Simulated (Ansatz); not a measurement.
One change: `CC(C)BN` becomes `C#CC(C)C`.

Ansatz, PBE0-D4/def2-TZVP geometries, multiplicity 1. Each molecule was computed in one conformer, which needn't be the lowest.

```csv
property,`CC(C)BN`
HOMO energy (PBE/def2-TZVPP) / eV,-6.59
size of the dipole moment (PBE/def2-TZVPP) / D,1.81
HOMO energy (B3LYP/def2-TZVPP) / eV,-7.76
LUMO energy (B3LYP/def2-TZVPP) / eV,0.43
HOMO–LUMO gap (ωB97M-V/def2-TZVPP) / eV,12.55
"ideal-gas entropy at 298 K and 1 bar (rigid rotor, harmonic PBE0-D4/def2-TZVP) / J/(mol·K)",337
```

Question: What does the change do to each property? (Estimate.)

Answer: Ansatz gave: 
```
                                                                                  property  `C#CC(C)C`  shift
                                                         HOMO energy (PBE/def2-TZVPP) / eV       -6.44   0.15
                                            size of the dipole moment (PBE/def2-TZVPP) / D        0.80  -1.01
                                                       HOMO energy (B3LYP/def2-TZVPP) / eV       -7.43   0.33
                                                       LUMO energy (B3LYP/def2-TZVPP) / eV        0.62   0.19
                                                   HOMO–LUMO gap (ωB97M-V/def2-TZVPP) / eV       12.42  -0.13
ideal-gas entropy at 298 K and 1 bar (rigid rotor, harmonic PBE0-D4/def2-TZVP) / J/(mol·K)         317    -20
```

The zero-point energy changes by -55.2 kJ/mol with -6 modes. Dipoles are sizes alone; their direction can turn. Modes under 60 cm⁻¹, often nearly free rotors, make the harmonic entropy too high.

B3LYP here is the variant with VWN-RPA as its local correlation; programs differ in this.
